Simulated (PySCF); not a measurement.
# ECD: `C#C[C@@H]1C=C[C@@H]1CS`, C₇H₈S

Molfile (atoms numbered from 1):
```
C7H8S
     RDKit          3D

 16 16  0  0  0  0  0  0  0  0999 V2000
   -2.1476   -1.4195    1.3050 C   0  0  0  0  0  0  0  0  0  0  0  0
   -1.6184   -0.8918    0.3695 C   0  0  0  0  0  0  0  0  0  0  0  0
   -0.9639   -0.2787   -0.7582 C   0  0  2  0  0  0  0  0  0  0  0  0
    0.0120   -1.1493   -1.5220 C   0  0  0  0  0  0  0  0  0  0  0  0
    1.0622   -0.3789   -1.2653 C   0  0  0  0  0  0  0  0  0  0  0  0
    0.2861    0.6195   -0.4442 C   0  0  2  0  0  0  0  0  0  0  0  0
    0.6660    0.7182    1.0186 C   0  0  0  0  0  0  0  0  0  0  0  0
    2.2611    1.5785    1.2509 S   0  0  0  0  0  0  0  0  0  0  0  0
   -2.6224   -1.8742    2.1221 H   0  0  0  0  0  0  0  0  0  0  0  0
   -1.7065    0.2214   -1.3868 H   0  0  0  0  0  0  0  0  0  0  0  0
   -0.1467   -2.0603   -2.0682 H   0  0  0  0  0  0  0  0  0  0  0  0
    2.1051   -0.4113   -1.5203 H   0  0  0  0  0  0  0  0  0  0  0  0
    0.2202    1.6185   -0.8857 H   0  0  0  0  0  0  0  0  0  0  0  0
    0.8108   -0.2728    1.4481 H   0  0  0  0  0  0  0  0  0  0  0  0
   -0.0957    1.2473    1.5927 H   0  0  0  0  0  0  0  0  0  0  0  0
    1.8702    2.7425    0.7325 H   0  0  0  0  0  0  0  0  0  0  0  0
  1  2  3  0
  2  3  1  0
  3  4  1  0
  4  5  2  0
  5  6  1  0
  6  7  1  0
  7  8  1  0
  6  3  1  0
  1  9  1  0
  3 10  1  6
  4 11  1  0
  5 12  1  0
  6 13  1  6
  7 14  1  0
  7 15  1  0
  8 16  1  0
M  END
```

Method: PySCF 2.14.0, TDDFT CAM-B3LYP/def2-SVPD circular dichroism and optical rotation, one conformer, gas phase. Geometry: GFN2-xTB.

The molecule is flexible and this is one conformer; a measurement averages over conformers.

Assign R or S to each stereocentre.

C3 R, C6 S.

List the lowest 16 singlet excitations with oscillator and rotatory strengths.

Rotatory strengths R in 10⁻⁴⁰ esu² cm², velocity form and length form (origin at the centre of mass); f in length form.
| state | E (eV) | λ (nm) | f | R (velocity) | R (length) | main |
| --- | --- | --- | --- | --- | --- | --- |
| 1 | 5.53 | 224 | 0.004 | +6.3 | +5.3 | HOMO→LUMO 0.60, HOMO→LUMO+5 0.09 |
| 2 | 6.18 | 201 | 0.029 | +0.2 | +0.6 | HOMO→LUMO+2 0.68, HOMO→LUMO 0.09 |
| 3 | 6.49 | 191 | 0.0002 | -0.3 | -0.3 | HOMO−2→LUMO+5 0.16, HOMO−2→LUMO+3 0.15 |
| 4 | 6.62 | 187 | 0.013 | -32.9 | -32.8 | HOMO→LUMO+1 0.20, HOMO−1→LUMO 0.14 |
| 5 | 6.71 | 185 | 0.0006 | -0.1 | 0.0 | HOMO−2→LUMO+7 0.13, HOMO−2→LUMO+1 0.08 |
| 6 | 6.81 | 182 | 0.038 | +45.4 | +45.9 | HOMO→LUMO+1 0.33, HOMO→LUMO 0.12 |
| 7 | 7.15 | 173 | 0.080 | -78.6 | -80.3 | HOMO−1→LUMO 0.36, HOMO→LUMO+3 0.10 |
| 8 | 7.18 | 173 | 0.080 | +24.9 | +26.4 | HOMO→LUMO+3 0.32, HOMO−1→LUMO 0.14 |
| 9 | 7.25 | 171 | 0.007 | -20.8 | -20.5 | HOMO−2→LUMO 0.20, HOMO→LUMO+3 0.14 |
| 10 | 7.40 | 167 | 0.029 | -40.6 | -33.7 | HOMO−1→LUMO+1 0.37, HOMO−1→LUMO+2 0.12 |
| 11 | 7.46 | 166 | 0.049 | +1.8 | +1.8 | HOMO→LUMO+9 0.17, HOMO→LUMO+5 0.14 |
| 12 | 7.58 | 164 | 0.056 | +21.1 | +21.2 | HOMO−3→LUMO 0.27, HOMO→LUMO+4 0.19 |
| 13 | 7.61 | 163 | 0.028 | -51.2 | -47.0 | HOMO−2→LUMO+2 0.19, HOMO−3→LUMO 0.11 |
| 14 | 7.64 | 162 | 0.023 | +14.1 | +12.6 | HOMO−2→LUMO+2 0.16, HOMO−3→LUMO 0.13 |
| 15 | 7.72 | 161 | 0.045 | +75.1 | +63.9 | HOMO−1→LUMO+3 0.17, HOMO−1→LUMO+4 0.14 |
| 16 | 7.86 | 158 | 0.008 | -22.3 | -27.0 | HOMO−3→LUMO+1 0.12, HOMO−1→LUMO+2 0.11 |

Among the states computed, the strongest CD band (largest |R|) is state 7. The largest dissymmetry factor in size, g = 4R/(D+G), with D and G the electric and magnetic dipole strengths, is -0.034 for state 16 (velocity form, f = 0.008), among bands with |R| over 0.5. The mirror image has the same energies and oscillator strengths and all R with the opposite sign.
